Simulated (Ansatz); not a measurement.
Calculated with Ansatz (gas phase, PBE0-D4/def2-TZVP geometries, no zero-point term in ΔE). CBS: MP2 limit from def2 TZ/QZ plus the TZ coupled-cluster correction, frozen cores. DFT in def2-TZVPP. B3LYP here is the variant with VWN-RPA as its local correlation; programs differ in this. One conformer a species, not always the lowest.

Consider the substitution at a C–C bond: `CC(F)BF` + `N#CCCO` → `COCCC#N` + `FBCF`.

```json
{"level": "PBE0-D4", "ΔE (eV)": "0.56"}
{"level": "B3LYP-D4", "ΔE (eV)": "0.51"}
{"level": "ωB97M-V", "ΔE (eV)": "0.57"}
{"level": "PBE", "ΔE (eV)": "0.55"}
{"level": "B3LYP", "ΔE (eV)": "0.53"}
{"level": "SCS-MP2/def2-TZVPP", "ΔE (eV)": "0.56"}
{"level": "HF/def2-QZVPP", "ΔE (eV)": "0.53"}
{"level": "SCS-MP2/def2-QZVPP", "ΔE (eV)": "0.58"}
```

(1) What does CCSD(T)/CBS give? (Estimate.)

Largest T1 diagnostic among the species: 0.012.

## Answers

(1) The calculation gave: +0.60 eV. The listed levels differ from it by -0.04, -0.09, -0.03, -0.05, -0.07, -0.04, -0.07, -0.02 eV.
